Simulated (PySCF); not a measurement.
Compound: C₆H₉SSi (doublet state).
Cartesian coordinates in Å at the GFN2-xTB level; atoms count from 1:
```xyz
17
C6H9SSi angstrom
C      3.349    0.437    0.596
C      2.102    0.069    0.215
C      1.633   -0.285   -1.070
C      0.291   -0.619   -1.099
C     -0.340   -0.556    0.127
C     -1.763   -0.785    0.424
Si    -2.762    0.842    0.206
S      0.762   -0.044    1.369
H      4.144    0.493   -0.124
H      3.578    0.680    1.617
H      2.282   -0.288   -1.926
H     -0.232   -0.917   -1.993
H     -2.162   -1.545   -0.250
H     -1.884   -1.144    1.446
H     -4.160    0.548    0.521
H     -2.622    1.274   -1.185
H     -2.223    1.850    1.116
```

The hyperfine couplings belong to this conformer and change with its torsions.

As a line formula: `c1([CH2])sc(cc1)C[SiH3]` [radical].

Level of theory: UKS B3LYP, pcH-1 on C H S Si, non-relativistic, mean-field spin-orbit, GIAO in PySCF. One conformer (not necessarily the lowest) at the GFN2-xTB geometry, without solvent, vibrations or thermal averaging. Couplings are sensitive to structure, and on GFN2-xTB geometries they can be far from those on DFT ones. Stability of the SCF solution: not tested. ⟨S²⟩ is 0.779 where a pure state has 0.75.

Q: Break the g tensor into its mass correction, gauge correction and orbital-Zeeman/spin–orbit terms.

A: 
```csv
Δg (ppm),1,2,3
relativistic mass correction,-155,-155,-155
gauge correction,2,33,31
orbital Zeeman/spin–orbit,-48,122,2793
total,-201,-1,2669
```

So g = 2.00212, 2.00232, 2.00499 and g_iso = 2.00314; the tensor is close to axial: the two nearest values differ by 7 % of g3 − g1. Axes: g3 points within 3° of the C1–H9 bond.

Q: What effective moment and Curie constant follow for a powder?

A: With the mean of g² = 4.0126 and S(S+1) = 0.75: μ_eff = √(⟨g²⟩S(S+1)) = 1.735 μB and χT = 0.12505·⟨g²⟩·S(S+1) = 0.376 cm³ K/mol (cgs; spin-Hamiltonian part alone).

Q: What are the electron Larmor frequencies g μB B/h along the three axes at 340 mT?

A: 9.5275, 9.5285, 9.5412 GHz for g1, g2 and g3, a range of 13.7 MHz.

Q: Average each term over the three axes. Which is largest in size?

A: The orbital-Zeeman/spin–orbit term 956, the mass correction -155 and the gauge correction 22 ppm, for a total of 822 ppm. The orbital-Zeeman/spin–orbit term is the largest in size. The mass correction is the same along every axis, so the anisotropy comes from the other two: their spans along these axes are 31 (gauge) and 2841 ppm (orbital Zeeman/spin–orbit).

Q: In a frozen sample, at which fields do the three g values resonate at 9.5, 34, 94 and 263 GHz (hyperfine left aside), and which band first spreads them over more than twice a line width of 0.3 mT?

A: 
```
band    GHz  B(g3) mT  B(g2) mT  B(g1) mT  spread mT
   X    9.5    338.53    338.98    339.02       0.49
   Q   34.0   1211.59   1213.21   1213.33       1.74
   W   94.0   3349.69   3354.16   3354.49       4.80
   J  263.0   9372.00   9384.50   9385.44      13.44
```

The spread grows in proportion to the frequency. Q band is the first where it exceeds 0.6 mT.

Largest spin populations (Mulliken): C1 (+0.60), C3 (+0.39), C5 (+0.34) and C2 (-0.20). Three atoms exceed +0.15. The positive populations add up to 1.43 and the negative ones to -0.43, together 2S = 1. The angles at C1 add up to 360.0°, so it is planar.

The HOMO–LUMO gaps are 4.50 eV among the α and 4.53 eV among the β orbitals.
